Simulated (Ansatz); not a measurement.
A structure relaxed at r2SCAN-D4/def2-TZVPD in Ansatz, charge -1, singlet:

```xyz
4

Be    0.000    0.000    0.000
F     0.596    0.104    1.348
F     0.798   -0.537   -1.121
F    -1.394    0.433   -0.227
```

Question: Give its formula and point group.

Answer: BeF3⁻ (the lowest singlet isomer of a short search). Point group D3h (tolerance 0.1 Å).

Question: Summarise the bond lengths by kind (pairs closer than 1.2 times the sum of covalent radii, bridged metal pairs left out).

Answer: 3 × Be–F 1.48 Å.

The structure comes from a short search, and lower isomers may exist.
